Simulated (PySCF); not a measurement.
From computed data to an observable: dipole moment from atomic charges

(E)-1-bromo-1-fluoroprop-1-ene (C3H4BrF), SMILES C/C=C(\F)Br. Atoms are numbered in the order given.

```xyz
9

C      0.3914     2.9302     0.0000
C      0.7100     1.4653     0.0000
C     -0.2137     0.5046     0.0000
F     -1.5222     0.7543     0.0000
Br     0.1618    -1.3514     0.0000
H      0.8241     3.4251     0.8860
H     -0.6925     3.1081     0.0000
H      0.8241     3.4251    -0.8860
H      1.7553     1.1501     0.0000
```
Charge 0, spin multiplicity 1.

Geometry optimised at B3LYP-D3(BJ)/def2-SVP.

Charges (e) from PBE/def2-TZVP (PySCF):

```json
[
 {"atom": "C1", "Mulliken": "-0.328", "IAO": "-0.431"},
 {"atom": "C2", "Mulliken": "-0.185", "IAO": "-0.208"},
 {"atom": "C3", "Mulliken": "0.163", "IAO": "0.181"},
 {"atom": "F4", "Mulliken": "-0.131", "IAO": "-0.228"},
 {"atom": "Br5", "Mulliken": "-0.048", "IAO": "0.033"},
 {"atom": "H6", "Mulliken": "0.130", "IAO": "0.160"},
 {"atom": "H7", "Mulliken": "0.135", "IAO": "0.161"},
 {"atom": "H8", "Mulliken": "0.130", "IAO": "0.160"},
 {"atom": "H9", "Mulliken": "0.133", "IAO": "0.172"}
]
```

The dipole moment of the full density is 1.65 D.

### Question
What dipole moment does each set of point charges give, and which comes closer to that of the density?

### Answer

μ = Σ q r, and 1 e Å = 4.8032 D.
Mulliken: Σ q r = (0.251, 0.279, 0.000) e Å, |μ| = 1.80 D.
IAO: Σ q r = (0.451, 0.101, 0.000) e Å, |μ| = 2.22 D.
Mulliken comes closer in size. Point charges leave out the atoms' own dipoles (lone pairs, polarised bonds); fits to the potential absorb them, partitions of the density don't.
